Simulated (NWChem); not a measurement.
Species: PbIBr, singlet; SMILES [I][Pb][Br]

All runs: NWChem. Medium grid unless said otherwise, to which SCAN and Minnesota functionals are sensitive. Low-valent species are run as closed-shell singlets; no triplet was tried in these runs. The geometry was optimised at PBE-D3(BJ)/def2-SVP. def2 effective core potentials on I, Pb; no spin-orbit coupling. Hybrids' shares of exact exchange are those that their runs print; pure functionals count as 0. The functionals differ in more than this share.

```csv
row,share of exact exchange,orbital gap (eV)
PBE/def2-SVP,0.00,2.34
KT2/def2-SVP,0.00,2.32
B3LYP/def2-SVP,0.20,3.53
B3PW91/def2-SVP,0.20,3.66
PW6B95/def2-SVP,0.28,withheld
M06-2X/def2-SVP,0.54,5.76
```

### Question
Fit a straight line of the last column on the one before it, predict the withheld value, and compare with the run.

### Answer

1. Means of the 5 shown rows: x = 0.188, y = 3.522. Slope Σ(x − x̄)(y − ȳ)/Σ(x − x̄)² = 1.238/0.1949 = 6.351; intercept 2.328.
2. The shown rows scatter about the line by 0.042 (root mean square); the largest residual is -0.07, at B3LYP/def2-SVP.
3. At x = 0.28 (PW6B95/def2-SVP; inside the shown range) the line gives 4.11.
4. The run gives 4.05, -0.06 from the line, 1.4 times the scatter.
